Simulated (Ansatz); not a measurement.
Cartesian coordinates in Å:
```
O -3.451 -0.160 -0.438
Al -2.107 -0.414 0.539
Cl -2.399 -1.192 2.457
O -0.802 -1.407 -0.283
C 0.411 -1.093 -0.412
C 1.267 -2.192 -1.057
F 1.177 -3.310 -0.348
F 2.548 -1.841 -1.131
F 0.826 -2.432 -2.288
C 0.991 0.117 -0.057
C 0.198 1.133 0.459
C 0.816 2.500 0.780
F 0.591 2.812 2.049
F 0.262 3.430 0.007
F 2.130 2.510 0.570
O -1.040 1.071 0.687
H -3.463 0.187 -1.325
H 2.045 0.279 -0.211
```

The species carries charge 0 and has multiplicity 1.

List the B3LYP/def2-TZVPP orbital energies in eV (Ansatz). (Best estimate.)

Ansatz gave: Occupied: -2761.83, -1525.33, -673.71, -673.70, -673.60, -673.60, -673.58, -673.58, -522.78, -522.78, -520.06, -284.84, -284.84, -281.49, -281.49, -278.61, -256.60, -195.58, -195.50, -195.50, -113.22, -73.89, -73.85, -73.79, -37.16, -37.16, -34.72, -34.71, -34.64, -34.64, -31.19, -30.63, -26.62, -23.62, -21.95, -21.79, -20.93, -19.20, -18.55, -17.61, -17.47, -17.45, -17.45, -16.82, -16.28, -15.72, -14.65, -14.27, -14.11, -13.97, -13.92, -13.83, -13.77, -13.29, -13.15, -13.05, -12.78, -12.52, -12.52, -12.41, -12.39, -12.34, -11.14, -10.30, -9.78, -9.49, -9.03, -8.93, -8.67, -8.56. Lowest empty: -4.01, -0.41, 0.00, 1.08, 1.47, 1.61, 1.76, 2.15.

B3LYP here is the variant with VWN-RPA as its local correlation; programs differ in this.
